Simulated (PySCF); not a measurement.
## NMR parameters from quadrupole coupling constants

C4H12OSi.
Z-matrix (Å and degrees, PBE0-D3(BJ)/def2-SVP geometry), rows numbered from 1:
```
C 
C   1  1.5307
C   2  1.5299  1  110.41
C   2  1.5308  1  110.02  3   121.91
Si  2  1.8960  1  108.77  3  -119.04
O   5  1.6728  2  111.72  1   -61.43
H   1  1.1017  2  111.51  3   177.03
H   1  1.1020  2  111.67  3    56.61
H   1  1.1046  2  110.61  3   -63.04
H   3  1.1023  2  111.96  1   179.84
H   3  1.1046  2  110.53  1    60.26
H   3  1.1025  2  111.83  1   -59.10
H   4  1.1045  2  110.71  1   -60.76
H   4  1.1029  2  111.92  1   179.59
H   4  1.1026  2  111.55  1    58.46
H   5  1.4915  2  110.10  1    55.92
H   5  1.5018  2  108.81  1   176.34
H   6  0.9608  5  116.36  2   -77.06
```

Computed at PBE0/pcSseg-1 (PySCF, non-relativistic):

```csv
atom,environment,nucleus,spin I,Q (b),CQ = χzz (MHz),η
O6,silanol oxygen,17O,5/2,-0.0256,-9.049,0.605
```

Q: At 21.15 T, set νQ = 3|CQ|/[2I(2I − 1)] beside the Larmor frequency (|g| × 7.62259 MHz/T × B; g(17O) = −0.75752), and give PQ = |CQ|√(1 + η²/3).

A: 
| atom | PQ (MHz) | νQ (MHz) | ν0 (MHz) | νQ/ν0 |
| --- | --- | --- | --- | --- |
| O6 | 9.585 | 1.357 | 122.13 | 0.011 |

For O6: PQ = 9.049 × 1.0592, νQ = 9.049 × 0.1500, ν0 = 5.7742 MHz/T × 21.15 T.

Q: Second-order quadrupolar shift of the central transition's centre of gravity (half-integer spins, νQ < ν0/10) at 21.15, 23.5 and 28.2 T.

A: δ = −(3/40)(PQ/ν0)² [I(I + 1) − 3/4]/[I²(2I − 1)²], in ppm:

```tsv
site	21.15 T	23.5 T	28.2 T
17O at O6	-37	-29.9	-20.8
```

Q: Quadrupolar 1/T1 and linewidth for τc = 8 ps (extreme narrowing, isotropic tumbling)?

A: 1/T1 = 1/T2 = (3π²/10)(2I + 3)/[I²(2I − 1)] × PQ² × τc; the width is 1/(πT2).

| site | spin factor (2I + 3)/[I²(2I − 1)] | 1/T1 (s⁻¹) | T1 (ms) | linewidth (Hz) |
| --- | --- | --- | --- | --- |
| 17O at O6 | 0.320 | 696 | 1.44 | 222 |

The couplings are those of the rigid, isolated species; surroundings and motion change them. These gradients aren't converged with respect to the basis.

The run behind these numbers computed NMR shieldings as well. Time: 41 s; peak memory 0.82 GiB. Hardware: one thread of an Arm Neoverse N1, no GPU, shared host.

One conformer stands for the species.
